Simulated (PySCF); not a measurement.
## Do core-level shifts follow atomic charges?

Compound: C7H13F.
Z-matrix (Å and degrees, PBE0-D3(BJ)/def2-SVP geometry), rows numbered from 1:
```
C 
C   1  1.5195
C   2  1.5304  1  113.01
C   3  1.5062  2  113.36  1   177.51
C   4  1.4994  3  115.49  2   -85.74
C   4  1.3424  3  123.57  2    92.32
C   6  1.4877  4  126.90  3     0.35
F   7  1.3778  6  110.25  4   133.41
H   1  1.1020  2  111.27  3    59.56
H   1  1.1019  2  111.26  3   -60.03
H   1  1.1006  2  111.58  3   179.77
H   2  1.1036  1  109.75  3   122.39
H   2  1.1035  1  110.05  3  -121.79
H   3  1.1023  2  108.83  1   -58.76
H   3  1.1042  2  108.81  1    56.29
H   5  1.1033  4  110.46  3   -62.65
H   5  1.1032  4  111.18  3    55.26
H   5  1.0988  4  112.07  3   176.41
H   6  1.0966  4  118.87  3  -178.67
H   7  1.1026  6  112.18  4    12.25
H   7  1.1063  6  110.61  4  -107.92
```

Binding energies: PySCF 2.14.0, delta-SCF UKS SCAN, pcX-2 on the ionised atom, pcseg-1 elsewhere, spin-free X2C. Charges: PBE0/pcSseg-1 ground-state density, for the ionised atom.

```
atom                      environment  C 1s (eV)  Mulliken (e)  IAO (e)  Hirshfeld (e)  ESP (e)
  C6                 alkene CH carbon     289.91        -0.169   -0.195         -0.073   -0.281
  C4  fully substituted alkene carbon     290.45        -0.348   +0.029         +0.019   +0.086
  C3                   allylic carbon     290.63        -0.180   -0.257         -0.067   -0.111
  C2                 chain CH2 carbon     290.66        -0.271   -0.235         -0.063   +0.199
  C1                    methyl carbon     290.68        -0.275   -0.408         -0.113   -0.386
  C5                   allylic carbon     290.74        -0.165   -0.411         -0.114   -0.602
  C7                   sp3 C–F carbon     292.80        +0.232   +0.043         +0.020   +0.096
```

Q: Give the correlation coefficient and slope of binding energy on charge for each scheme.

A: Mulliken: r = 0.86, slope 4.2 eV per e; Hirshfeld: r = 0.51, slope 8.3 eV per e; IAO: r = 0.45, slope 2.2 eV per e; ESP: r = 0.33, slope 1.0 eV per e. Mulliken charges have the highest r, on only 7 points.

Q: The point-charge model writes a binding energy as kq + V + constant, with V the potential of the other atoms' charges at the site. What does it give with the Mulliken charges?

A: V = Σ 14.40 eV Å × q/r over all other atoms: +0.11 eV at C6, +0.50 eV at C4, +0.23 eV at C3, +1.95 eV at C2, +3.40 eV at C1, +1.74 eV at C5, -2.87 eV at C7. Fitting binding energy − V to q gives k = 12.5 eV per e and leaves an rms residual of 1.10 eV, against 0.42 eV for the fit on q alone. The model has no term for differences in relaxation between sites.

Geometry: PBE0-D3(BJ)/def2-SVP, one conformer, isolated molecule.
